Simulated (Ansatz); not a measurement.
Species: SiO₂, charge -1, multiplicity 2. 
Geometry from a B3LYP-D3(BJ)/def2-TZVP (Ansatz, a first-principles code) optimisation:
```
Si
O 1 1.5582
O 1 1.5582 2 137.37
```
Charge -1, spin multiplicity 2.

Basis-set convergence of Hartree-Fock and CCSD correlation energies (hartree) with Ansatz. Correlated levels leave the core frozen unless marked. Open shells are spin-unrestricted. Spin-orbit coupling is left out. Non-relativistic.

| basis | functions | E(HF) | E(corr, CCSD) |
|---|---|---|---|
| aug-cc-pV(D+d)Z | 78 | -438.73376 | -0.50067 |
| aug-cc-pV(T+d)Z | 147 | … | … |

### Question
What belongs in the gaps?

### Answer

- aug-cc-pV(T+d)Z, E(HF): -438.79039
- aug-cc-pV(T+d)Z, E(corr, CCSD): -0.59713
